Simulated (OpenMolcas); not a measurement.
# What dynamic correlation does to the levels of Ar4+

```json
{
  "Program": "OpenMolcas 26.06",
  "Basis": "ANO-R2 [5s4p3d1f]",
  "Scalar Hamiltonian": "X2C, finite nucleus",
  "Active space": "2 electrons in 3 orbitals (3p)",
  "State averaging": "2S+1 = 3 even, 3 roots; 2S+1 = 1 even, 6 roots",
  "Spin-orbit coupling": "RASSI with atomic mean-field integrals over the reference wave functions, term energies averaged over their components"
}
```

Methods on the same reference wave functions:
A. CASSCF
B. SS-CASPT2, IPEA 0.25 Eh, imaginary shift 0.1 Eh (closed shells correlated: 2s 2p 3s)

Energies in cm⁻¹ above 3s² 3p² ³P₀, the measured ground level; measured values from Saloman, J. Phys. Chem. Ref. Data 39, 033101 (2010).

```json
{"Level": "3s² 3p² ³P₀", "A": "0.0", "B": "0.0", "Measured": "0.0"}
{"Level": "3s² 3p² ³P₁", "A": "700", "B": "714", "Measured": "763"}
{"Level": "3s² 3p² ³P₂", "A": "1918", "B": "1922", "Measured": "2029"}
{"Level": "3s² 3p² ¹D₂", "A": "19405", "B": "16330", "Measured": "16299"}
{"Level": "3s² 3p² ¹S₀", "A": "46329", "B": "38620", "Measured": "37912"}
```

Deviations, from unrounded energies. A percentage is the sum of absolute deviations over the sum of measured energies, with the sign that they share, or ± where signs differ.

| Against measurement | Levels | A | B |
| --- | --- | --- | --- |
| mean absolute deviation (cm-1) | 4 | 2900 | 230 |
| fine structure of the ground term (%) | 2 | -6.2 | -5.6 |
| other terms of the ground configuration (%) | 2 | +21.3 | +1.4 |

B lies closest to measurement on these levels. The largest miss of B in the table is 3s² 3p² ¹S₀, by +710 cm-1. The ranking rests on the paired levels alone, and a cruder setting can come out closer through cancelling errors.

From A to B the spin-free energies of the other terms of 3s² 3p² shown, above ³P, scale by a factor of 0.83.

The lowest spin-free term lies below A's lowest term by 0.274 hartree in B.

CASPT2 does not keep the components of a term degenerate, so their means are used; among the terms shown or strongly mixed into the levels shown the widest spread is 110 cm-1 (3s² 3p² ¹D, B). With the s shell closed, the reference lacks s² → p² mixing. Measured partners are found by configuration, term and J. A level has none where our copy of the source lacks it or the pairing is in doubt (some pairs that miss far off the trend of their configuration count as doubtful), and it then counts in no deviation. Only configurations of the active space appear.
